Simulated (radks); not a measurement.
Cr15+, configuration [He] 2s2 2p5 (the NIST ground configuration). Method: scalar-relativistic Kohn-Sham, r2SCAN, spin-polarised, spherical densities, finite nucleus; open shells are filled with parallel spins first; meta-GGA in the generalised Kohn-Sham scheme; Fermi nuclear charge, rms radius 3.6452 fm; computed with a radial shooting solver on a logarithmic mesh with Libxc functionals. Some entries of the table are withheld. Estimate them.

orbital,occ.,eigenvalue (eV),<r> (bohr),<1/r> (bohr^-1)
1s up,1,-6457.073,0.06349,23.90
1s down,1,-6451.859,0.06343,23.91
2s up,1,-1168.548,0.2831,5.241
2s down,1,-1160.736,0.2839,5.220
2p up,3,(1),0.2486,5.128
2p down,2,(2),0.2496,5.110
3s up,0,-429.8436,0.7167,2.039
3s down,0,-427.4969,0.7201,2.028
3p up,0,(3),0.7032,1.982
3p down,0,(4),0.7075,1.971

Answer. 
(1) 2p up eigenvalue (eV): -1069.320
(2) 2p down eigenvalue (eV): -1059.341
(3) 3p up eigenvalue (eV): -400.5841
(4) 3p down eigenvalue (eV): -397.9414
